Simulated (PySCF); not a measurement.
How methods differ on the excitation energy of Tc⁺

Tc⁺ [Kr] 4d5 5s1 (7S) → Tc⁺ [Kr] 4d4 5s1 6s1 (7D), as a difference of total energies. All numbers are calculated (PySCF 2.14, the spin-free X2C one-electron Hamiltonian (Gaussian nucleus), in aug-cc-pVTZ-DK (9s8p6d3f2g, 102 functions)). Correlated levels: valence: [Kr] frozen. The calculations carry no spin-orbit coupling.

```tsv
method	excitation energy (cm⁻¹)
UHF	109850
LDA	116020
PBE	114520
PBE0	114840
r2SCAN	116660
TPSSh	114530
B97-3	114160
MN15	116080
MP2 (valence)	114460
SCS-MP2 (valence)	111390
```

A first-order spin-orbit estimate (lowest level to lowest level, LS coupling) adds -0.168 eV.

The promoted electron is Rydberg-like, and one or two diffuse shells describe it only roughly, which tends to raise the upper state.
